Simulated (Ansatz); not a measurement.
Geometry optimisation, RKS r2SCAN-D4/def2-SVP in Ansatz 0.2.0.

The input (input.yaml):

```yaml
crystal:
  periodic: [false, false, false]
  atoms:
    - { symbol: Al, position_ang: [0.0, 0.0, 0.0] }
    - { symbol: Cl, position_ang: [0.0, 0.0, 2.58] }
    - { symbol: F, position_ang: [1.4635, 0.0, -0.845] }
    - { symbol: F, position_ang: [-1.4635, 0.0, -0.845] }
    - { symbol: Br, position_ang: [0.1133, -2.5693, 0.8545] }
    - { symbol: H, position_ang: [0.0643, -1.4586, 2.1423] }
basis:
  gaussian: { orbitals: def2-SVP }
hamiltonian:
  xc: r2scan
  dispersion: d4
relax:
  f_tol: 0.15
  max_steps: 25
  restrain:
    - { distance: [0, 4], at: 2.41, k: 30.0 }
    - { distance: [5, 1], at: 1.37, k: 30.0 }
    - { distance: [0, 1], at: 3.43, k: 30.0 }
    - { distance: [5, 4], at: 2.75, k: 30.0 }
```

Launched with:

```bash
$ ansatz run input.yaml --threads 4 --pin off --max-ram 5120MiB --backend cpu --events-out ev --progress --plain --runs-dir out
```

Task: Where does it end, and by what steps?

Result: The forces met the threshold. The restraints hold the end off the free minimum; the threshold counts their pulls, which the force column leaves out. Restrained pairs: Al1–Br5 (2.71 → 2.36 Å), Cl2–H6 (1.52 → 1.33 Å), Al1–Cl2 (2.58 → 3.42 Å), Br5–H6 (1.70 → 2.75 Å). After 7 steps the energy has fallen by 0.761 eV (the restraints' own energy left out); Al1 moved furthest, 0.70 Å.

| step | energy less start (eV) | largest force component (eV/Å) | accepted |
| --- | --- | --- | --- |
| 0 | 0.0000 | 2.719 | yes |
| 1 | 0.0412 | 3.175 | yes |
| 2 | -0.2277 | 3.283 | yes |
| 3 | -0.6037 | 2.120 | yes |
| 4 | -0.6861 | 1.776 | yes |
| 5 | -0.6943 | 1.350 | no |
| 6 | -0.7616 | 1.345 | yes |
| 7 | -0.7609 | 1.297 | yes |

```xyz
6
Properties=species:S:1:pos:R:3
Al 0.021 -0.532 -0.456
Cl 0.022 0.098 2.904
F 1.438 0.220 -0.821
F -1.432 0.139 -0.846
Br 0.074 -2.733 0.404
H 0.054 -1.221 2.702
```

Time of the run: 23 s on 4 threads of Arm Neoverse V1, with other jobs on the host, peak memory 0.18 GiB.
